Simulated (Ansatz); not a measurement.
`[CH3][Ge]([CH3])([F])[F]` + HCl → `[CH3][Ge]([F])([F])[Cl]` + CH₄ at 500 K and 1 bar (ligand exchange at a Ge–C bond).

Computed with Ansatz on PBE0-D4/def2-TZVP structures; ΔE is electronic, products minus reactants. CCSD(T)/CBS adds triple-zeta CCSD(T) − MP2 to the extrapolated MP2 energy (def2 sets, frozen cores). This one scheme is used for every species. For Ge outer-core shells are correlated without core-valence functions, which leaves a few kJ/mol of doubt a bond. Scalar relativity is left out up to krypton.

```json
{"species": "`[CH3][Ge]([CH3])([F])[F]`", "CCSD(T)/CBS energy (Eh)": "-2355.52488", "H − E (kJ/mol)": "255.6", "S (J/(mol·K))": "430.2"}
{"species": "HCl", "CCSD(T)/CBS energy (Eh)": "-460.38127", "H − E (kJ/mol)": "32.5", "S (J/(mol·K))": "201.9"}
{"species": "`[CH3][Ge]([F])([F])[Cl]`", "CCSD(T)/CBS energy (Eh)": "-2775.47323", "H − E (kJ/mol)": "157.6", "S (J/(mol·K))": "416.2"}
{"species": "CH₄", "CCSD(T)/CBS energy (Eh)": "-40.46206", "H − E (kJ/mol)": "135.6", "S (J/(mol·K))": "206.8"}
```

H − E and S are ideal-gas, rigid-rotor, harmonic terms from PBE0-D4/def2-TZVP. 1 Eh = 2625.50 kJ/mol, R = 8.31446 J/(mol·K).

Task: By hand: ΔE, ΔH, ΔS and ΔG.

Result: ΔE = (-2775.47323) + (-40.46206) − (-2355.52488) − (-460.38127) = -0.02914 Eh = -76.5 kJ/mol. Δ(H − E) = 157.6 + 135.6 − 255.6 − 32.5 = 5.1, so ΔH = -71.4 kJ/mol. ΔS = 416.2 + 206.8 − 430.2 − 201.9 = -9.1 J/(mol·K). ΔG = -71.4 − 500 × (-9.1)/1000 = -66.9 kJ/mol.

Task: By hand: the equilibrium constant, and the temperature at which ΔG would vanish if ΔH and ΔS stayed fixed.

Result: log₁₀ K = −ΔG/(RT ln 10) = 7.0. ΔG = 0 at ΔH/ΔS = 7846 K, far beyond where these terms or the molecules hold.

The number of gas molecules stays the same, so ΔS is small and ΔH decides. A doubt of 5 kJ/mol in ΔE shifts log₁₀ K by 0.5 here. These are equilibria of isolated gas molecules and say nothing of rates. Largest T1 diagnostic: 0.011 (customary marks: 0.02 for closed shells, 0.045 for open ones).
